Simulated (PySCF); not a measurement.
Compound: C₅H₉OS (doublet state).
Structure used (GFN2-xTB), in Å, numbered top down from 1:
```xyz
16
C5H9OS angstrom
C      2.1951    0.4352   -0.8716
O      1.4542    1.6566   -0.9927
C      0.1607    1.6727   -0.8376
C     -0.8168    1.0930   -0.1887
C     -0.6960    0.1245    0.9785
C     -1.4194   -1.1817    0.6747
S     -0.6891   -2.0735   -0.7443
H      2.5602    0.3350    0.1537
H      3.0411    0.5113   -1.5529
H      1.5811   -0.4289   -1.1300
H     -1.8360    1.3599   -0.4358
H      0.3519   -0.0766    1.2005
H     -1.1558    0.5713    1.8650
H     -2.4723   -1.0095    0.4497
H     -1.3396   -1.8748    1.5123
H     -0.9269   -1.1056   -1.6294
```

The hyperfine couplings belong to this conformer and change with its torsions.

The species is `CO/[C]=C\CCS` [radical].

Method used: UKS B3LYP, pcH-1 on C H O S, non-relativistic, mean-field spin-orbit, GIAO in PySCF 2.14.0. Isolated species at its GFN2-xTB geometry (one conformer only). A GFN2-xTB geometry isn't a minimum of the functional, and hyperfine couplings can be far from their values at a DFT geometry. The SCF solution wasn't tested for stability.

Principal values of hyperfine tensors in MHz (contact, dipolar and spin–orbit terms together), for some of the nuclei:

| atom | isotope | A1 | A2 | A3 |
| --- | --- | --- | --- | --- |
| C3 | 13C | 337.37 | 355.35 | 543.91 |
| O2 | 17O | -187.21 | -135.60 | -134.91 |
| H11 | 1H | 54.76 | 58.80 | 76.74 |
| C4 | 13C | 38.25 | 52.17 | 74.46 |
| C1 | 13C | 36.44 | 37.32 | 54.74 |
| H8 | 1H | 7.42 | 10.22 | 17.14 |
| H13 | 1H | -13.66 | -11.81 | -4.29 |
| H15 | 1H | 6.23 | 6.88 | 9.09 |

Question: Give the isotropic coupling of each nucleus in MHz and in mT (g = 2.0023), and the anisotropic part.

Answer: a_iso is a third of the trace, T = A − a_iso, and a(mT) = a(MHz)/(g × 13.996). The tensors hold a spin–orbit part: the run splits a_iso into a_FC + a_SO, and T includes its anisotropic share.

```json
{"atom": "C3", "a_iso (MHz)": "412.21", "a_FC": "412.32", "a_SO": "-0.10", "a_iso (mT)": "14.709", "T1": "-74.84", "T2": "-56.86", "T3": "131.70"}
{"atom": "O2", "a_iso (MHz)": "-152.57", "a_FC": "-152.60", "a_SO": "0.03", "a_iso (mT)": "-5.444", "T1": "-34.64", "T2": "16.98", "T3": "17.66"}
{"atom": "H11", "a_iso (MHz)": "63.44", "a_FC": "63.44", "a_SO": "-0.01", "a_iso (mT)": "2.264", "T1": "-8.67", "T2": "-4.64", "T3": "13.31"}
{"atom": "C4", "a_iso (MHz)": "54.96", "a_FC": "54.98", "a_SO": "-0.02", "a_iso (mT)": "1.961", "T1": "-16.71", "T2": "-2.79", "T3": "19.50"}
{"atom": "C1", "a_iso (MHz)": "42.83", "a_FC": "42.84", "a_SO": "0.00", "a_iso (mT)": "1.528", "T1": "-6.39", "T2": "-5.51", "T3": "11.91"}
{"atom": "H8", "a_iso (MHz)": "11.60", "a_FC": "11.60", "a_SO": "0.00", "a_iso (mT)": "0.414", "T1": "-4.17", "T2": "-1.38", "T3": "5.55"}
{"atom": "H13", "a_iso (MHz)": "-9.92", "a_FC": "-9.92", "a_SO": "0.00", "a_iso (mT)": "-0.354", "T1": "-3.74", "T2": "-1.89", "T3": "5.63"}
{"atom": "H15", "a_iso (MHz)": "7.40", "a_FC": "7.40", "a_SO": "0.00", "a_iso (mT)": "0.264", "T1": "-1.18", "T2": "-0.52", "T3": "1.69"}
```

Question: What spin density at the nucleus of C4 lies behind its contact coupling (g_N = 1.40482)?

Answer: a_FC = 800.24 MHz bohr³ × g_N × ρ(0)/(2S). With a_FC = 54.98 MHz and 2S = 1, ρ(0) = 0.04891 bohr⁻³.

Question: C5 (13C, g_N = 1.40482) isn't in the table. Its spin density at the nucleus is 0.05624 bohr⁻³. What is its contact coupling?

Answer: By the same relation, a_FC = 63.2 MHz. Its full tensor has the principal values 56.48, 57.01, 76.15 MHz.

Question: Which nucleus of the table has the largest anisotropic coupling, and what is its form?

Answer: C3: -74.8, -56.9, 131.7 MHz (the dipolar term alone has -74.6, -57.0, 131.6), rhombic: the two smaller values differ by 14 % of the largest.

Question: What first-order splitting does O2 cause when the field lies along A1, A2 or A3 of its tensor (g taken as isotropic, no quadrupole term)?

Answer: 6 lines (I = 5/2), spaced by |A_i|/(g × 13.996): 6.68, 4.84, 4.81 mT along the axes of A1, A2 and A3.
